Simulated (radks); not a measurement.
Values are calculated unless marked as measured or tabulated.
Task: These are the eigenvalues of the occupied orbitals of an atom or ion with whole-number occupations (hartree). Code: a radial shooting solver on a logarithmic mesh with Libxc functionals. Model: scalar-relativistic Kohn-Sham, r2SCAN, spin-polarised, spherical densities, finite nucleus; meta-GGA in the generalised Kohn-Sham scheme; Fermi nuclear charge, rms radius of each element as measured or else 0.836 A^(1/3) + 0.57 fm.

1s up: -1598.221
1s down: -1598.217
2s up: -259.9053
2s down: -259.9046
2p up: -232.3067
2p down: -232.3050
3s up: -57.29819
3s down: -57.24358
3p up: -48.54546
3p down: -48.49031
3d up: -36.40505
3d down: -36.36087
4s up: -12.21409
4s down: -12.06082
4p up: -9.33493
4p down: -9.17868
4d up: -5.22797
4d down: -5.06436
5s up: -2.35276
5p up: -1.62217
5p down: -1.51190
4f up: -0.89204
5f up: -0.22637

Which element is it, and in what charge state? The configuration may be excited. Open shells, if any, are filled with parallel spins first.

Result: Z = 60, neodymium, charge +2: Nd2+ in [Kr] 4d10 4f4 5s1 5p6 5f1. The list shows which subshells hold electrons but not how many an open one holds; the 1s level, -1598.2 hartree, gives Z - s = 56.5 by -(Z - s)^2/2, which with screening and relativity narrows Z to a few neighbours, and the depths of the outer levels then fix element, charge and occupations together.
